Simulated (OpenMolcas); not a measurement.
# What dynamic correlation does to the levels of Tb3+

```
Program             : OpenMolcas
Basis               : ANO-RCC-VDZP [7s6p4d2f1g]
Scalar Hamiltonian  : DKH2, point nucleus
Active space        : 8 electrons in 7 orbitals (4f)
State averaging     : 2S+1 = 7 even, 7 roots; 2S+1 = 5 even, 140 roots (31 in the spin-orbit step)
Spin-orbit coupling : state interaction with AMFI integrals over the reference wave functions, term energies averaged over their components
```

Methods on the same reference wave functions:
A. CASSCF
B. SS-CASPT2, IPEA 0.25 Eh, imaginary shift 0.1 Eh (closed shells correlated: 5s 5p)

Energies in cm-1 above 4f8 7F6, the measured ground level; measured values from Martin, Zalubas and Hagan, Atomic Energy Levels: The Rare-Earth Elements, NSRDS-NBS 60 (1978).

| Level | A | B | Measured |
| --- | --- | --- | --- |
| 4f8 7F6 | 0.0 | 0.0 | 0.0 |
| 4f8 7F5 | 2283 | 2320 | 2052 |
| 4f8 7F4 | 3778 | 3790 | 3314 |
| 4f8 7F3 | 4822 | 4820 | 4292 |
| 4f8 7F2 | 5534 | 5520 | 4978 |
| 4f8 7F1 | 5976 | 5960 | 5432 |
| 4f8 7F0 | 6188 | 6160 | 5654 |
| 4f8 5D4 | 24260 | 21720 |  |

Deviations, from unrounded energies. A percentage is the sum of absolute deviations over the sum of measured energies, with the sign that they share, or ± where signs differ.

```csv
Against measurement,Levels,A,B
mean absolute deviation (cm-1),6,480,480
fine structure of the ground term (%),6,+11.1,+11.1
```

A, B lie about equally close to measurement. The largest miss of B in the table is 4f8 7F2, by +540 cm-1. The ranking rests on the paired levels alone, and a cruder setting can come out closer through cancelling errors.

The lowest spin-free term lies below A's lowest term by 0.496 hartree in B.

CASPT2 breaks the degeneracy within a term, and the mean is taken; among the terms shown or strongly mixed into the levels shown the widest spread is 90 cm-1 (4f8 7F, B). High states are left out of the spin-orbit mixing, which shifts the levels that they would mix with. The basis is small and was not contracted for so high a charge. Without dynamic correlation excited terms often stand tens of per cent too high (terms of higher spin than the ground term too low), and those without a measured partner can miss by more than the paired ones (holds for A). Measured partners are found by configuration, term and J. A level has none where our copy of the source lacks it or the pairing is in doubt (some pairs that miss far off the trend of their configuration count as doubtful), and it then counts in no deviation. Levels of configurations outside the active space are missing. Levels that lie high or do not pair safely by name in every column are left out.
